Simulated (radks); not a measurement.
Values are calculated unless marked as measured or tabulated.
Question: Cd XXXVIII, configuration [Ne] 3s1. Level of theory: Dirac Kohn-Sham, LB94 model potential, spin-unpolarised, spherical densities, finite nucleus; Fermi nuclear charge, rms radius 4.6087 fm (a radial shooting solver on a logarithmic mesh with Libxc functionals). Some entries of the table are withheld. Estimate them.

orbital,occ.,eigenvalue (hartree),<r> (bohr)
1s1/2,2,(1),0.03033
2s1/2,2,(2),0.1288
2p1/2,2,-216.9135,0.1088
2p3/2,4,-209.4987,0.1138
3s1/2,1,-92.14063,0.3094

Answer: 
(1) 1s1/2 eigenvalue (hartree): -1063.688
(2) 2s1/2 eigenvalue (hartree): -225.7575
